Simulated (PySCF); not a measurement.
Geometries of 2 isomers of C2H6GeO2, from PBE0-D3(BJ)/def2-SVP geometry optimisation, gas phase (PySCF 2.14.0). One conformer each, no zero-point energy, no frequencies.

Task: Which isomer lies lower at this level?
A.
```xyz
11
angstrom
C      2.090   -0.132    0.408
O      0.706   -0.181    0.730
C     -0.140   -0.177   -0.308
O      0.214   -0.133   -1.455
Ge    -2.036   -0.303    0.288
H      2.329    0.790   -0.142
H      2.377   -0.991   -0.216
H      2.628   -0.156    1.362
H     -2.898    0.413   -0.759
H     -2.402   -1.795    0.338
H     -2.215    0.327    1.677
```
B.
```xyz
11
angstrom
C     -0.385   -1.003   -0.456
C     -1.137    0.165    0.188
O     -0.230    0.908    0.977
Ge     1.391    0.766    0.231
O      0.885   -0.547   -0.875
H     -0.274   -1.829    0.275
H     -0.933   -1.395   -1.328
H     -1.958   -0.197    0.828
H     -1.579    0.808   -0.599
H      2.415    0.333    1.290
H      1.817    1.997   -0.583
```

Result: B. That is `[GeH2]1[O]CC[O]1`, 15.1 kcal/mol below the other.

| SMILES | atoms numbered as above | E (Eh) | relative (kcal/mol) | relative (kJ/mol) | dipole (D) |
| --- | --- | --- | --- | --- | --- |
| C1C[O][GeH2][O]1 | [CH2:1]1[CH2:2][O:3][GeH2:4][O:5]1 | -2306.34121 | 0.0 | 0.0 | 0.04 |
| CO[C](=O)[GeH3] | [CH3:1][O:2][C:3](=[O:4])[GeH3:5] | -2306.31710 | 15.1 | 63.3 | 1.67 |

As drawn, the higher has a C=O bond and a C(=O)–O unit, which the lower lacks.
